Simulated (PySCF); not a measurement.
Job for PySCF: D3(BJ) and D4 dispersion corrections on CH6ClN (a complex), monomers drawn apart or pushed together.

```python
from pyscf import gto
from pyscf.dispersion import dftd3, dftd4

mol = gto.M(
    atom='''
    Cl    0.97051337    1.14427676    0.16513436
    H     0.76777779    0.40121633    1.31594875
    C    -0.92349143    0.09932127    3.34923876
    N     0.33645228   -0.46352742    2.84515645
    H    -1.69145791   -0.02285512    2.58670795
    H    -0.78840252    1.16723175    3.51497020
    H    -1.26670274   -0.36436629    4.27763466
    H     0.25109280   -1.45390642    2.64647145
    H     1.09199816   -0.34547808    3.51061167
    ''',
    basis='def2-svp',
    charge=0, spin=0, verbose=0, max_memory=1800)
d3, d4 = {}, {}
for xc in ['hf', 'pbe', 'blyp', 'revpbe', 'tpss', 'r2scan', 'b3lyp', 'pbe0', 'bhlyp', 'camb3lyp', 'b2plyp']:
    d3[xc] = float(dftd3.DFTD3Dispersion(mol, xc=xc, version='d3bj', atm=False).get_dispersion()['energy'])
    print(f'D3(BJ) {xc:10s} {d3[xc]:14.8f} Eh')
for xc in ['hf', 'pbe', 'blyp', 'revpbe', 'tpss', 'r2scan', 'b3lyp', 'pbe0', 'bhlyp', 'camb3lyp', 'b2plyp']:
    d4[xc] = float(dftd4.DFTD4Dispersion(mol, xc={'camb3lyp': 'cam-b3lyp'}.get(xc, xc), atm=True).get_dispersion()['energy'])
    print(f'D4     {xc:10s} {d4[xc]:14.8f} Eh')
```

The log:

```
D3(BJ) hf            -0.03612464 Eh
D3(BJ) pbe           -0.00471455 Eh
D3(BJ) blyp          -0.00949045 Eh
D3(BJ) revpbe        -0.01221421 Eh
D3(BJ) tpss          -0.00581648 Eh
D3(BJ) r2scan        -0.00136333 Eh
D3(BJ) b3lyp         -0.00768703 Eh
D3(BJ) pbe0          -0.00398316 Eh
D3(BJ) bhlyp         -0.00569875 Eh
D3(BJ) camb3lyp      -0.00344905 Eh
D3(BJ) b2plyp        -0.00341260 Eh
D4     hf            -0.01443861 Eh
D4     pbe           -0.00389445 Eh
D4     blyp          -0.00861017 Eh
D4     revpbe        -0.01359610 Eh
D4     tpss          -0.00527169 Eh
D4     r2scan        -0.00105031 Eh
D4     b3lyp         -0.00613503 Eh
D4     pbe0          -0.00329816 Eh
D4     bhlyp         -0.00418399 Eh
D4     camb3lyp      -0.00329688 Eh
D4     b2plyp        -0.00275457 Eh
```

The run finished.

Cost: about 0.04 core-seconds (a rough figure).
